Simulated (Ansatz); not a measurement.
Reaction (silylene formation by 1,1-elimination): `CO[SiH](O)[SiH2]O` → `O[SiH3]` + `CO[Si]O`

Program: Ansatz. Geometries: PBE0-D4/def2-TZVP. ΔE: electronic, gas phase. CCSD(T)/CBS is the MP2 limit (def2-TZVPP, def2-QZVPP) plus CCSD(T) − MP2 in def2-TZVPP, frozen cores. Functionals use def2-TZVPP. Each species was taken in one conformer, which may not be the lowest.

| level | ΔE (eV) |
| --- | --- |
| PBE-D4 | 1.16 |
| ωB97M-V | 1.00 |

Task: What does CCSD(T)/CBS give? (Estimate.)

Result: Computed: +1.14 eV. The listed levels differ from it by 0.02, -0.14 eV.

Largest T1 diagnostic among the species: 0.014.

From PBE to PBE0 (25 % exact exchange), in def2-TZVPP and without D4, ΔE moves by +0.14 eV. In def2-TZVPP, CCSD(T) changes the Hartree–Fock value by +0.05 eV (the triples alone add +0.00 eV) and MP2 by +0.11 eV.
